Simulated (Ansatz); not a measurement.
Input for Ansatz (a quantum-chemistry and plane-wave program): R-BLYP/def2-TZVPP on H2OSSi (SMILES O[Si]S), a point of a torsion scan.

Ansatz 0.2 input:
```yaml
crystal:
  periodic: [false, false, false]
  atoms:
    - {symbol: O, position_ang: [-1.07257445, 0.27568982, -0.15046719]}
    - {symbol: Si, position_ang: [-0.12899171, -0.94536012, -0.67074797]}
    - {symbol: S, position_ang: [1.45280646, -0.65174090, 0.81361330]}
    - {symbol: H, position_ang: [-1.94491496, 0.48380744, -0.46834259]}
    - {symbol: H, position_ang: [2.40661596, -1.11010667, 0.01319401]}
basis:
  gaussian:
    orbitals: def2-TZVPP
hamiltonian:
  xc: {name: BLYP}
scf: {lower_state_search: off}
```

The log:

```
WARN ansatz: RAYON_NUM_THREADS=1 ignored (pool sized by the plan → 1); use --threads N
Functional definition: BLYP
these checks for a lower state are left out or cut short: stability, starts, cluster_reference, orbital_swaps, neighbouring_geometries, increment
integrals: 0.06 GiB planned
841 factors; their error is unknown
mean field: 0.40 GiB planned
mean field evaluation 1: about -20787.0613 eV, gradient 6.9e1 eV
mean field evaluation 2: about -20713.1565 eV, gradient 1.8e2 eV
mean field evaluation 4: about -20794.1368 eV, gradient 1.8e1 eV
mean field evaluation 8: about -20795.0234 eV, gradient 1.4e-1 eV
mean field evaluation 16: about -20795.0028 eV, gradient 1.0e-4 eV
mean field -20795.00279243 eV, -764.2022572628 hartree, gradient 4.2e-6 eV, S^2 0.000000; 0 other end points of the search recorded, 0 dependent functions left out
reference -20795.00307458 eV, -764.2022676313 hartree; 20, 20 occupied and 123, 123 virtual orbitals, 841 factors
Total energy: -20795.00307458 eV, -764.2022676313 hartree
Checks for a lower state left out: stability, starts, cluster_reference, orbital_swaps, neighbouring_geometries, increment
```

Self-consistency was reached.

Cost: around 1.5 core-seconds (rough).
